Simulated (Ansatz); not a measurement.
Reaction (cleavage of the Al–B bond): `F[BH][AlH][F]` + `N=C=O` → `O=C=[N][AlH][F]` + `BF`

Computed with Ansatz on PBE0-D4/def2-TZVP structures; ΔE is electronic, products minus reactants. CCSD(T)/CBS adds triple-zeta CCSD(T) − MP2 to the extrapolated MP2 energy (def2 sets, frozen cores). This one scheme is used for every species. Functionals use def2-TZVPP. HSE06 is defined as in plane-wave codes. Each species was taken in one conformer, which may not be the lowest.

```tsv
level	ΔE (kJ/mol)
r2SCAN-D4	-191.0
PBE	-168.2
HSE06	-179.2
CAM-B3LYP	-193.7
HF/def2-SVP	-221.6
CCSD/def2-SVP	-201.9
CCSD/def2-TZVPP	-196.0
CCSD/CBS(def2)	-194.6
```

Question: What does CCSD(T)/CBS give? (Estimate.)

Answer: Computed: -191.9 kJ/mol. The listed levels differ from it by 0.9, 23.7, 12.7, -1.8, -29.7, -10.0, -4.1, -2.7 kJ/mol.

Largest T1 diagnostic among the species: 0.018.

In def2-TZVPP, CCSD(T) changes the Hartree–Fock value by +21.1 kJ/mol (the triples alone add +2.7 kJ/mol) and MP2 by +9.2 kJ/mol. At CCSD(T), def2-SVP lies −7.2 kJ/mol from the extrapolated value and def2-TZVPP −1.5 kJ/mol.
